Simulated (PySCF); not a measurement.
## Electron correlation in Ar⁺ (argon, charge +1)

[Ne] 3s1 3p6, 2S determinant (an excited configuration). All numbers are calculated (PySCF 2.14, no relativity, point nucleus, in def2-QZVPPD (10s7p5d2f1g, 79 functions)). Frozen: [Ne]; 7 electrons correlated.

MP2 pair energies summed by pair of shells (mhartree):

```tsv
pair	energy	share (%)
3p-3p	-261.61	90.2
3s-3p	-28.57	9.8
```

Total MP2 correlation energy: -290.18 mhartree.

Same-spin part -52.02 and opposite-spin part -238.16 mhartree; SCS-MP2 scales them by 1/3 and 6/5 to -303.14 mhartree.
